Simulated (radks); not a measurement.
Results of a calculation; reference values are marked as such.
The lead ion Pb72+, 10 electrons, occupied as [Ne] (the NIST ground configuration). Level of theory: scalar-relativistic Kohn-Sham, exchange-only LDA, spin-polarised, spherical densities, point nucleus (a radial shooting solver on a logarithmic mesh with Libxc functionals).

Unscreened Slater integrals over Kohn-Sham orbitals (hartree). They are taken over the spin-up orbitals.

integral    value
F0(2p,2p)  15.108
F2(2p,2p)  7.1366
F0(2p,2s)  14.168
G1(2p,2s)  8.1598
F0(2p,1s)  20.624
G1(2p,1s)  3.9531
F0(2s,2s)  13.588
F0(2s,1s)  19.342
G0(2s,1s)  2.0413
F0(1s,1s)  59.505
